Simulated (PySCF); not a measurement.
**Relaxation of singlet [IS4]-**

Method: PySCF, PBE0, basis I def2-SVPD with ECP28, S def2-SVPD (scalar-relativistic core potentials, no spin–orbit coupling, density fitting). A (50,194) grid was used.

A start displaced from a saddle point along its imaginary mode, with no symmetry imposed:

Coordinates in bohr (charge -1 multiplicity 1):
```
I    -0.1695   -0.0215   -0.7176
S     0.4719    4.2587    0.7263
S     0.4719   -4.2931    0.6978
S     4.1404    0.0599    0.8246
S    -4.4114    0.0599    0.5996
```

**Question.** What forces act on the atoms at the start (eV/Å)?

**Answer.** 
```json
{"atom": "I1", "Fx": "-0.50", "Fy": "-0.13", "Fz": "0.07"}
{"atom": "S2", "Fx": "0.50", "Fy": "-0.10", "Fz": "0.00"}
{"atom": "S3", "Fx": "0.30", "Fy": "0.06", "Fz": "-0.05"}
{"atom": "S4", "Fx": "-0.29", "Fy": "0.18", "Fz": "0.07"}
{"atom": "S5", "Fx": "-0.01", "Fy": "-0.02", "Fz": "-0.10"}
```

**Question.** What does it relax to?

**Answer.** It ends at C1 with I–S 2.317 Å, I–S 2.321 Å, I–S 2.758 Å, S–S 1.970 Å; I–S–S 111.9°, S–I–S 99.2°, S–I–S 112.2°, S–I–S 114.2°. No frequency check is given, so it may be a saddle point. Other isomers or separated fragments may lie lower.

**Question.** How much energy is released, and in how many steps?

**Answer.** 264.2 kJ/mol in 26 steps.
